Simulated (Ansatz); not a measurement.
Reaction: CH2BrF (SMILES FCBr) → F (doublet) + CH2Br (SMILES [CH2]Br, doublet) (the C-F bond breaks)
Each species at its own B3LYP-D3(BJ)/def2-TZVP minimum (Ansatz, a program for electronic structure).

Total energies in hartree (Ansatz). Radicals and triplets start from unrestricted determinants; spin-orbit coupling is neglected. Cores are frozen in correlated methods (noble-gas shells, and filled d and f shells in the p block). No relativity. Spin-orbit terms, left out, reach several kcal/mol for Br and I, and more for heavier atoms.

```csv
species,HF/cc-pVTZ,CCSD(T)/cc-pVTZ,HF/cc-pVQZ,CCSD(T)/cc-pVQZ,CCSD(T)/cc-pVDZ,CCSDT(Q)/cc-pVDZ
"1: CH2BrF (bromo(fluoro)methane, SMILES FCBr)",-2710.97383,-2711.60436,-2710.98801,-2711.67081,-2711.32530,-2711.32684
2: F (doublet),-99.40552,-99.62036,-99.41377,-99.65026,-99.52757,-99.52776
"3: CH2Br (SMILES [CH2]Br, doublet)",-2611.45837,-2611.80970,-2611.46403,-2611.84243,-2611.63646,-2611.63762
```

Question: Work out the bond dissociation energy (electronic) in kcal/mol: take Hartree-Fock from cc-pVQZ, extrapolate the CCSD(T) correlation energy as X^-3 (X = 3, 4), and add CCSDT(Q) - CCSD(T) in cc-pVDZ. 1 hartree = 627.51 kcal/mol.

Answer: 
Species 1: correlation (64·(-0.68280) - 27·(-0.63053))/37 = -0.72094; step -0.00154; E1 = -2710.98801 + (-0.72094) + (-0.00154) = -2711.71049
Species 2: correlation (64·(-0.23649) - 27·(-0.21484))/37 = -0.25229; step -0.00019; E2 = -99.41377 + (-0.25229) + (-0.00019) = -99.66625
Species 3: correlation (64·(-0.37840) - 27·(-0.35133))/37 = -0.39815; step -0.00116; E3 = -2611.46403 + (-0.39815) + (-0.00116) = -2611.86334
-1·E1 +1·E2 +1·E3 = 0.18090 hartree = 113.5 kcal/mol.
